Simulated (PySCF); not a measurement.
A structure optimised at B3LYP-D3(BJ)/def2-SVP, used in a PySCF frequency run:

```
Sb
O 1 1.9810
H 2 0.9704 1 113.19
O 1 1.9871 2 98.72 3 -37.57
H 4 0.9706 1 111.06 2 89.03
Cl 1 2.4170 2 98.42 3 56.90
```
Charge 0, spin multiplicity 1.

Q: Write its SMILES and formula.

A: [OH][Sb]([OH])[Cl], ClH2O2Sb

Q: What are its rotational constants (standard atomic weights)?

A: 4.1754, 2.2480, 1.9622 GHz
